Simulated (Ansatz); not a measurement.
`CS[SiH](C)S` + `[OH][Ge]([OH])([F])[Cl]` → `C[O][Ge]([OH])([F])[Cl]` + `C[SiH](S)S`  (substitution at a C–S bond)

Program: Ansatz. Geometries: PBE0-D4/def2-TZVP. ΔE: electronic, gas phase. CCSD(T)/CBS adds triple-zeta CCSD(T) − MP2 to the extrapolated MP2 energy (def2 sets, frozen cores). Functionals use def2-TZVPP. For Ge outer-core shells are correlated without core-valence functions, which leaves a few kJ/mol of doubt a bond. Scalar relativity is left out up to krypton. Each species was taken in one conformer, which may not be the lowest.

`CS[SiH](C)S`:

Z-matrix (Å, degrees):
```
C
S 1 1.815
H 1 1.090 2 111.2
H 1 1.089 2 106.9 3 -118.8
H 1 1.090 2 110.6 3 122.6
Si 2 2.125 1 100.6 3 -72.8
S 6 2.145 2 112.0 1 -58.5
C 6 1.863 2 113.8 1 60.2
H 6 1.485 2 103.3 1 -178.2
H 7 1.343 6 94.5 2 -55.2
H 8 1.092 6 109.9 2 57.9
H 8 1.093 6 110.5 2 177.9
H 8 1.092 6 111.1 2 -62.1
```

`[OH][Ge]([OH])([F])[Cl]`:

Z-matrix (Å, degrees):
```
Ge
O 1 1.747
F 1 1.721 2 107.5
O 1 1.738 2 108.7 3 120.4
Cl 1 2.108 2 114.4 3 -117.7
H 2 0.961 1 113.3 3 42.1
H 4 0.962 1 112.0 2 -30.6
```

`C[O][Ge]([OH])([F])[Cl]`:

Z-matrix (Å, degrees):
```
C
O 1 1.420
H 1 1.094 2 111.5
H 1 1.090 2 107.1 3 119.0
H 1 1.094 2 111.4 3 -122.2
Ge 2 1.742 1 120.7 3 60.9
F 6 1.721 2 108.4 1 -57.0
O 6 1.739 2 108.6 1 -177.0
Cl 6 2.112 2 113.6 1 60.3
H 8 0.962 6 111.7 2 23.4
```

`C[SiH](S)S`:

Z-matrix (Å, degrees):
```
C
Si 1 1.860
H 1 1.093 2 110.6
H 1 1.092 2 110.8 3 120.2
H 1 1.092 2 110.0 3 -120.0
S 2 2.139 1 105.5 3 -59.3
S 2 2.138 1 113.5 3 177.4
H 2 1.484 1 111.7 3 62.0
H 6 1.343 2 94.6 1 -176.3
H 7 1.344 2 94.5 1 63.3
```

Question: Is it downhill or uphill in electronic energy at CCSD(T)/CBS, and by how much? (An estimate is asked.)

Answer: Computed: Uphill: ΔE = +10.6 kcal/mol.

Question: What do these levels give: B2PLYP, r2SCAN, PBE0, HF/def2-TZVPP, MP2/def2-TZVPP, SCS-MP2/def2-TZVPP, CCSD(T)/def2-TZVPP, HF/def2-QZVPP, MP2/def2-QZVPP, SCS-MP2/def2-QZVPP, HF/CBS(def2), CCSD/CBS(def2)? (Best estimate.)

Answer: The calculation gave: B2PLYP 9.5, r2SCAN 10.1, PBE0 10.4, HF/def2-TZVPP 7.0, MP2/def2-TZVPP 11.3, SCS-MP2/def2-TZVPP 9.9, CCSD(T)/def2-TZVPP 9.6, HF/def2-QZVPP 6.9, MP2/def2-QZVPP 11.9, SCS-MP2/def2-QZVPP 10.5, HF/CBS(def2) 6.9, CCSD/CBS(def2) 10.1 kcal/mol.

Largest T1 diagnostic among the species: 0.012.

In def2-TZVPP, CCSD(T) changes the Hartree–Fock value by +2.6 kcal/mol (the triples alone add +0.5 kcal/mol) and MP2 by +4.3 kcal/mol. The D4 term adds +0.9 kcal/mol with B3LYP and +0.5 kcal/mol with PBE0; it sums over pairs of atoms, weighted by their polarisabilities, and B3LYP, whose exchange is more repulsive, gets the larger term.

B3LYP here is the variant with VWN-RPA as its local correlation; programs differ in this.
